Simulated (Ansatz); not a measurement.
A run for Ansatz (a first-principles code): R-BLYP/def2-TZVPP on CH4OPb (SMILES C[O][PbH]), a point of a torsion scan. Elements past Kr take the def2 small-core potentials; no spin–orbit coupling.

Ansatz 0.2 input:
```yaml
crystal:
  periodic: [false, false, false]
  atoms:
    - {symbol: C, position_ang: [-0.93370056, -0.21535888, 0.02122313]}
    - {symbol: O, position_ang: [-0.01212646, 0.76785855, -0.28325194]}
    - {symbol: Pb, position_ang: [2.06926731, 1.13066461, -0.09267060]}
    - {symbol: H, position_ang: [-1.05712379, -0.89109319, -0.83551965]}
    - {symbol: H, position_ang: [-1.90690497, 0.24650479, 0.23207559]}
    - {symbol: H, position_ang: [-0.63470360, -0.81252629, 0.89250923]}
    - {symbol: H, position_ang: [2.40947493, 0.14111464, 1.44782235]}
basis:
  gaussian:
    orbitals: def2-TZVPP
hamiltonian:
  xc: {name: BLYP}
scf: {lower_state_search: off}
```

It printed:

```
WARN ansatz: RAYON_NUM_THREADS=1 ignored (pool sized by the plan → 1); use --threads N
Functional definition: BLYP
these checks for a lower state are left out or cut short: stability, starts, cluster_reference, orbital_swaps, neighbouring_geometries, increment
integrals: 0.07 GiB planned
949 factors; their error is unknown
mean field: 0.55 GiB planned
mean field evaluation 1: about -8384.3614 eV, gradient 7.6e1 eV
mean field evaluation 2: about -8164.4933 eV, gradient 2.3e2 eV
mean field evaluation 4: about -8395.5865 eV, gradient 2.8e1 eV
mean field evaluation 8: about -8397.0137 eV, gradient 5.7e-1 eV
mean field evaluation 16: about -8396.9997 eV, gradient 2.4e-3 eV
mean field -8396.99965212 eV, -308.5840455246 hartree, gradient 1.6e-6 eV, S^2 0.000000; 0 other end points of the search recorded, 0 dependent functions left out
reference -8397.00000666 eV, -308.5840585537 hartree; 20, 20 occupied and 148, 148 virtual orbitals, 949 factors
Total energy: -8397.00000666 eV, -308.5840585537 hartree
Checks for a lower state left out: stability, starts, cluster_reference, orbital_swaps, neighbouring_geometries, increment
```

Self-consistency was reached.

Cost: around 1.2 core-seconds (rough).
